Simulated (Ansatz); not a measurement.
Basis-set extrapolation for `FCB1N=CO1` (PBE0-D4/def2-TZVP geometry, frozen core, the Gaussian-basis code of Ansatz). Multiplicity 1, RHF reference.

```csv
,def2-TZVPP,def2-QZVPP
HF,-331.047947,-331.062663
MP2 correlation,-1.076749,-1.160054
CCSD(T) correlation,-1.141740,not run
```

Energies in hartree. Use E(X) = E(∞) + A·exp(−7.88·√X) for Hartree–Fock and E(X) = E(∞) + B·X^(−2.97) for correlation, with X = 3 and 4, and add CCSD(T) minus MP2 of the smaller set to the MP2 limit.

Q: What is the CCSD(T) energy at the basis-set limit?

A: HF limit: -331.062663 + (-0.014716) × 0.13774 = -331.06469. MP2 limit: -1.160054 + (-0.083305) × 0.74074 = -1.22176. Higher-order term: -1.141740 − (-1.076749) = -0.06499. Total: -332.35144 hartree, 424.7 kJ/mol below CCSD(T)/def2-TZVPP.
